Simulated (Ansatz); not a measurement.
The same hydrogenolysis along the group O, S, Se, Te.

Gas-phase electronic energies from Ansatz, PBE0-D4/def2-TZVP geometries. CBS: MP2 limit from def2 TZ/QZ plus the TZ coupled-cluster correction, frozen cores. This one scheme is used for every species. DFT in def2-TZVPP. def2 core potentials past Kr. For Ge, Se, Te outer-core shells are correlated without core-valence functions, which leaves a few kJ/mol of doubt a bond. Scalar relativity is left out up to krypton. Each species was taken in one conformer, which may not be the lowest.

```csv
reaction,HF/CBS(def2) (eV),ωB97X-V (eV),ωB97M-V (eV),CCSD(T)/CBS(def2) (eV)
`C=[C](O)[GeH3]` + H₂ → `C=[CH][GeH3]` + H₂O,-1.11,-0.84,-0.87,-0.96
`C=[C](S)[GeH3]` + H₂ → `C=[CH][GeH3]` + H₂S,-0.90,-0.59,-0.59,-0.56
`C=[C]([GeH3])[SeH]` + H₂ → `C=[CH][GeH3]` + H₂Se,-0.90,-0.59,-0.58,-0.52
`C=[C]([GeH3])[TeH]` + H₂ → `C=[CH][GeH3]` + H₂Te,-0.86,-0.54,-0.53,-0.40
```

Largest T1 diagnostic: 0.012, for `C=[C](O)[GeH3]`.
